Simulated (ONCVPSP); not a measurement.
# Plane-wave convergence, ONCV potential for bromine (Br)

Br (Z = 35), optimised norm-conserving Vanderbilt (ONCV), made with ONCVPSP 4.0.1 (PW91, scalar-relativistic). Core [Ar] 3d10, reference 4s2 4p5. Waves: 4s: rc 1.55 bohr, ncon 3, nbas 7, qcut 3.6 1/bohr, 1 projector; 4p: rc 1.80 bohr, ncon 3, nbas 8, qcut 3.9 1/bohr, 2 projectors, debl 2.5 Ha; d scattering state at 0.27 Ha: rc 1.60 bohr, ncon 5, nbas 9, qcut 5.6 1/bohr, 3 projectors, debl 0.7 Ha. Local part: polynomial inside 1.30 bohr (lpopt 1, dvloc0 4 Ha). Core correction: Teter function, fcfact 2.75, rcfact 1.4.

Q: For each optimised wave give the share of its norm inside rc, the residual kinetic energy above qcut (Ha) and the cutoffs (Ha) for errors of 10, 1, 0.1 and 0.01 mHa per electron.

A:

```csv
wave,norm inside rc,residual KE,10 mHa,1 mHa,0.1 mHa,0.01 mHa
4s,0.472,1.4e-02,7.4,50.0,82.0,not reached
4p,0.420,5.8e-04,3.4,5.3,54.3,92.5
p projector 2,0.105,3.3e-03,5.3,10.2,37.3,80.8
d projector 1,0.075,3.7e-03,8.2,58.2,109.3,122.2
d projector 2,0.113,1.1e-02,20.3,122.9,146.4,159.6
d projector 3,0.105,3.9e-02,30.2,130.5,182.1,197.7
```

The occupied waves need 50 Ha and 82 Ha for 1 and 0.1 mHa. The cutoffs count occupied waves only; projector 3 of the d channel, the hardest unoccupied one, needs 130 Ha at the loose tolerance. Note: ghosts flagged at negative energy: d at -67.6 eV; no localised positive-energy state flagged. A true bound ghost makes a file unfit for plane-wave use.
